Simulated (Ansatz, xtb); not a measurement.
# AlF3HSi2+: which of two structures lies lower

We compare X, a singlet given by its coordinates, with Y, a singlet given by its coordinates. Both are isolated ions in the gas phase, relaxed with PBE0-D3(BJ)/def2-SVP.

X (Å):

```xyz
7

Al    1.6382    0.5430    0.5626
F    -1.3521    0.0892   -1.3716
F     1.7841   -1.2648    1.2829
F     1.5544   -3.3872   -0.2256
Si   -0.6432   -0.2955    0.0146
Si    0.9752   -1.9158   -0.1467
H     2.7477    1.4884    1.1273
```

Close contacts (Å): Al1–F3 1.95, Al1–Si5 2.49, Al1–Si6 2.64, F2–Si5 1.60, F3–Si6 1.77, F4–Si6 1.58, Si5–Si6 2.30, Al1–H7 1.56.

Y (Å):

```xyz
7

Al   -0.3776   -0.7998   -0.9054
F    -1.9638   -0.6484   -1.2666
F     2.3329   -2.5758   -0.7724
F     1.1838    1.2895    1.2589
Si    2.0867   -0.9831   -0.9428
Si    1.5296   -0.2806    1.2376
H     1.8059   -0.7525    2.6240
```

Close contacts (Å): Al1–F2 1.63, Al1–Si5 2.47, Al1–Si6 2.92, F3–Si5 1.62, F4–Si6 1.61, Si5–Si6 2.36, Si6–H7 1.49.

Task: Estimate which is lower in electronic energy at CCSD(T)/def2-SVP + ΔMP2/def2-TZVPP, and by roughly how much.

Result: The CCSD(T)/def2-SVP + ΔMP2/def2-TZVPP calculation puts structure Y lower, by 8.9 kcal/mol.

Level by level:

| level | geometry | E(Y) − E(X) (kcal/mol) | departure from the last row (kcal/mol) | job, with rough time for the two |
| --- | --- | --- | --- | --- |
| PBE0-D3(BJ)/def2-SVP | PBE0-D3(BJ)/def2-SVP | −6.8 | +2.1 | optimisation, 30 s |
| HF/def2-SVP | PBE0-D3(BJ)/def2-SVP | −12.5 | −3.7 | part of the CCSD(T) run |
| MP2/def2-SVP | PBE0-D3(BJ)/def2-SVP | −7.4 | +1.5 | part of the CCSD(T) run |
| CCSD(T)/def2-SVP | PBE0-D3(BJ)/def2-SVP | −7.3 | +1.6 | single point |
| CCSD(T)/def2-SVP + ΔMP2/def2-TZVPP | PBE0-D3(BJ)/def2-SVP | −8.9 |  | single point, 16 s |

None of the levels shown reverses the order. The largest departure from CCSD(T)/def2-SVP + ΔMP2/def2-TZVPP is that of HF/def2-SVP, 3.7 kcal/mol. Levels run at GFN2-xTB geometries aren't shown. The last row adds to CCSD(T) the change of the MP2 difference between the two basis sets, here −1.6 kcal/mol.

With harmonic frequencies from PBE0-D3(BJ)/def2-SVP (ideal gas, rigid rotor, one conformer each, 298.15 K, 1 atm): on the last row, ΔE + ΔZPE = −8.6, ΔH = −8.2, ΔG = −10.0 kcal/mol.

The correlated steps freeze 18 core orbitals. Codes used: Ansatz 0.2.0; the last row on 2 threads of Intel(R) Xeon(R) 6975P-C (Granite Rapids) on a shared host.
